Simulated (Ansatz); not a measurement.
This geometry of FH3S2Si (7 atoms, charge 0, multiplicity 1) is a first-order saddle point.

These are results of RKS PBE0-D4/def2-SVP in Ansatz 0.2.0, not measurements.

```xyz
7
Properties=species:S:1:pos:R:3
F -1.019 1.613 -1.478
Si -0.110 0.640 -0.560
S -1.464 -0.675 0.441
S 0.009 -1.773 1.523
H 0.821 -0.131 -1.428
H 0.649 1.456 0.426
H 1.115 -1.130 1.075
```

Question: Which two structures does it join? (They come from a converged band through this point; their orientation in space is the band's.)

Answer: No bond is made or broken. The dihedral Si2–S3–S4–H7 goes from -91 to 91°. The two ends are copies of one structure, up to a mirror image or an exchange of like atoms.

First end point:

```xyz
7
Properties=species:S:1:pos:R:3
F -1.075 1.540 -1.585
Si -0.141 0.788 -0.491
S -1.301 -0.806 0.365
S 0.326 -1.310 1.591
H 1.041 0.224 -1.193
H 0.240 1.766 0.559
H 0.909 -2.202 0.753
```

Last end point:

```xyz
7
Properties=species:S:1:pos:R:3
F -1.078 1.549 -1.572
Si -0.069 0.644 -0.680
S -1.198 -1.014 0.091
S 0.531 -1.724 1.045
H 1.026 0.158 -1.557
H 0.433 1.475 0.445
H 0.355 -1.088 2.229
```

Question: How far does it lie above each of them?

Answer: 0.36 eV above the first and 0.36 eV above the second. This is the barrier of this one path; another mechanism may lie lower.

The run took 3.8 min on 1 thread of Intel(R) Xeon(R) Processor @ 2.50GHz (Skylake/Cascade Lake), with other jobs on the host, peak memory 0.18 GiB.
